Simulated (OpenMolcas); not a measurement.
Computed levels of 4d⁶ in ions with 42 electrons, in cm-1 above ⁵D₄.

```json
{
  "Program": "OpenMolcas",
  "Method": "SS-RASPT2, IPEA 0.25 Eh, imaginary shift 0.1 Eh",
  "Basis": "ANO-R2",
  "Scalar Hamiltonian": "X2C, finite nucleus",
  "Spin-orbit coupling": "RASSI with atomic mean-field integrals over the reference wave functions, term energies averaged over their components"
}
```

Active space for each ion: 12 electrons in 8 orbitals (RAS1 4p, at most 2 holes; RAS2 4d); closed shells correlated by CASPT2: 4s.

```json
{"Level": "⁵D₃", "Ru2+": "1169", "Rh3+": "1561", "Ag5+": "2590"}
{"Level": "⁵D₂", "Ru2+": "1859", "Rh3+": "2440", "Ag5+": "3850"}
{"Level": "⁵D₁", "Ru2+": "2310", "Rh3+": "3020", "Ag5+": "4790"}
{"Level": "⁵D₀", "Ru2+": "2520", "Rh3+": "3300", "Ag5+": "5210"}
{"Level": "³H₆", "Ru2+": "15850", "Rh3+": "18150", "Ag5+": "22240"}
{"Level": "³H₅", "Ru2+": "16150", "Rh3+": "18480", "Ag5+": "22610"}
{"Level": "³P₂(1)", "Ru2+": "16160", "Rh3+": "18470", "Ag5+": "22310"}
{"Level": "³F₃(1)", "Ru2+": "17980", "Rh3+": "20690", "Ag5+": "25470"}
{"Level": "³F₂(1)", "Ru2+": "18630", "Rh3+": "21530", "Ag5+": "26700"}
```

Problem. Estimate ⁵D₀, ³H₆, ³H₅ for Pd4+ from its neighbours Rh3+ and Ag5+.

Solution. ⁵D₀ is fine structure, which grows about as the fourth power of a screened charge, so the fourth roots are averaged: ((3300^0.25 + 5210^0.25) / 2)^4 = 4174. The calculation gives 4260, so the estimate is off by -2.0 %.
³H₆ is another term, which grows about linearly with the charge: (18150 + 22240) / 2 = 20195. The calculation gives 20090, so the estimate is off by +0.5 %.
³H₅ is another term, which grows about linearly with the charge: (18480 + 22610) / 2 = 20545. The calculation gives 20450, so the estimate is off by +0.5 %.

Mixed levels, with the weight of the term that names them: Pd4+ ³F₃(1) (74 %), Ag5+ ³H₅ (74 %), Ag5+ ³F₃(1) (72 %).

Term energies are means over components that CASPT2 splits; among the terms shown or strongly mixed into the levels shown the widest spread is 130 cm-1 (4d⁶ ³H, Ru2+). Active for correlation alone: 4p; no level in the range computed is led by a configuration that opens it, so any true level of that kind is missing. Only configurations of the active space appear.

A number in round brackets counts repeated terms of one configuration in the order of the reference energies.
